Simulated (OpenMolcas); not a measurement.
# Ni3+, Pd3+, Pt3+: d7 down the group

```
Program             : OpenMolcas
Method              : RASSCF
Basis               : ANO-R2
Scalar Hamiltonian  : X2C, finite nucleus
Spin-orbit coupling : state interaction with AMFI integrals over the reference wave functions, term energies averaged over their components
```

Active space for each ion: 13 electrons in 8 orbitals (RAS1 p, at most 2 holes; RAS2 d).

Computed levels in cm-1 above 4F 9/2:

```csv
Level,Ni3+,Pd3+,Pt3+
4F 7/2,1155,2753,9491
4F 5/2,1994,4467,11470
4P 5/2,20270,15434,19073
4P 1/2,21168,17226,22838
2G 9/2,22091,17400,20624
2G 7/2,23168,20016,27876
2P 1/2,27565,23764,35957
2D 5/2(1),28470,22993,31187
2H 11/2,30869,24044,27943
weight of 4F in the lowest level (%),100,98,86
```

Mixed levels, with the weight of the term that names them: Pt3+ 4F 5/2 (66 %), Pt3+ 4P 1/2 (67 %), Pt3+ 2G 9/2 (63 %), Pt3+ 2P 1/2 (67 %), Pt3+ 2D 5/2(1) (72 %).

Measured, with the error of the calculation in %. Measured levels: Ni3+ from Corliss and Sugar, J. Phys. Chem. Ref. Data 10, 197 (1981).

```tsv
Level	Ni3+
4F 7/2	1190 (-2.9)
4F 5/2	2042 (-2.4)
4P 5/2	18119 (+11.9)
4P 1/2	18958 (+11.7)
2G 9/2	19830 (+11.4)
2G 7/2	20948 (+10.6)
2P 1/2	24651 (+11.8)
2D 5/2(1)	27096 (+5.1)
2H 11/2	26649 (+15.8)
```

The fine-structure level 4F 5/2 changes by a factor of 5.75 from Ni3+ to Pt3+.

Without spin-orbit coupling 4P lies 19523, 13735, 12720 cm-1 above 4F in that order; the difference to the level 4P 5/2, of either sign, comes from spin-orbit coupling, which also lowers the zero.

Without dynamic correlation excited terms often stand tens of per cent too high (terms of higher spin than the ground term too low), and those without a measured partner can miss by more than the paired ones. Active for correlation alone: 3p; no level in the range computed is led by a configuration that opens it, so any true level of that kind is missing (holds for Ni3+). Active for correlation alone: 4p; no level in the range computed is led by a configuration that opens it, so any true level of that kind is missing (holds for Pd3+). Active for correlation alone: 5p; no level in the range computed is led by a configuration that opens it, so any true level of that kind is missing (holds for Pt3+). Computed and measured levels are paired by configuration, term and J; levels that our copy of the source lacks, or whose pairing is in doubt (as where it misses far off the trend of its configuration), stay unpaired and out of the deviations. Levels of configurations outside the active space are missing.

A number in round brackets counts repeated terms of one configuration in the order of the reference energies.
